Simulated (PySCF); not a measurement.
**Two-component Hartree-Fock for In⁴⁷⁺ (indium, charge +47)**

Start: 1s2. Calculated with PySCF 2.14 in an even-tempered Gaussian basis (15 s from 100 bohr⁻², ratio 2.4; 10 p from 140 bohr⁻², ratio 2.4; 3 d from 430 bohr⁻², ratio 2.6; 3 f from 640 bohr⁻², ratio 2.6): generalised Hartree-Fock with the X2C-1e Hamiltonian and a Gaussian nucleus; one run each with spin-orbit coupling (SO) switched off, then screened by Boettger's factors, then bare.

```
spinor shell  electrons  ε, spin-free (eV)  ε, screened SO (eV)  ε, bare SO (eV)  weight of nominal j (screened SO)  rms radius, screened SO (bohr)
       1s1/2          2           -32890.3             -32890.3         -32890.3                              1.000                          0.0338
```

| quantity | spin-free | screened SO | bare SO |
| --- | --- | --- | --- |
| E (hartree) | -2450.10002 | -2450.10002 | -2450.10002 |
| M_J | 0 | 0 | 0 |
| ⟨J²⟩ | 0.000 | 0.000 | 0.000 |
| ⟨L²⟩ | 0.000 | 0.000 | 0.000 |
| ⟨S²⟩ | 0.000 | 0.000 | 0.000 |

Breit and QED terms are absent; they matter most for the inner s and p1/2 levels.

Densities and radii are taken from the X2C orbitals without a picture-change correction, which distorts them close to the nucleus.

Without spin-orbit coupling the j labels of p, d and f shells carry no meaning; the spin-free column gives the mean over the occupied spinors of each nl shell.
